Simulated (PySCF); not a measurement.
Isomers of C5H14SSi, one conformer each; single-point electronic energies without zero-point terms and without any empirical dispersion term.

Level: PBE0/pcSseg-1 in PySCF, non-relativistic, each on one gas-phase PBE0-D3(BJ)/def2-SVP geometry that isn't relaxed in the solvent. The solvent is an IEF-PCM continuum (Bondi radii, 1.10 Å for H, scaled by 1.2). Specific hydrogen bonds and non-electrostatic terms are outside this model.

| isomer | relative energy, gas (kcal/mol) | dipole (D) |
| --- | --- | --- |
| `CS[SiH2]C(C)(C)C` | 0.0 | 1.03 |
| `CCCCCS[SiH3]` | 6.3 | 1.84 |

How do the relative energies look in tetrahydrofuran (ε = 7.426)?

| isomer | relative energy, solvent (kcal/mol) | E(solvent) − E(gas) (kcal/mol) | dipole in solvent (D) |
| --- | --- | --- | --- |
| `CS[SiH2]C(C)(C)C` | 0.0 | -2.4 | 1.45 |
| `CCCCCS[SiH3]` | 6.5 | -2.2 | 2.30 |

The order is unchanged. Conformers: `[CH3:1][S:2][SiH2:3][C:4]([CH3:5])([CH3:6])[CH3:7]` with C1–S2–Si3–C4 180°; `[CH3:1][CH2:2][CH2:3][CH2:4][CH2:5][S:6][SiH3:7]` with C1–C2–C3–C4 177°, C2–C3–C4–C5 66°, C3–C4–C5–S6 -178°, C4–C5–S6–Si7 -70°. `CS[SiH2]C(C)(C)C` gains most from the continuum, while `CCCCCS[SiH3]` has the largest gas-phase dipole. The gains span 0.2 kcal/mol, the gas-phase energies 6.3 kcal/mol.
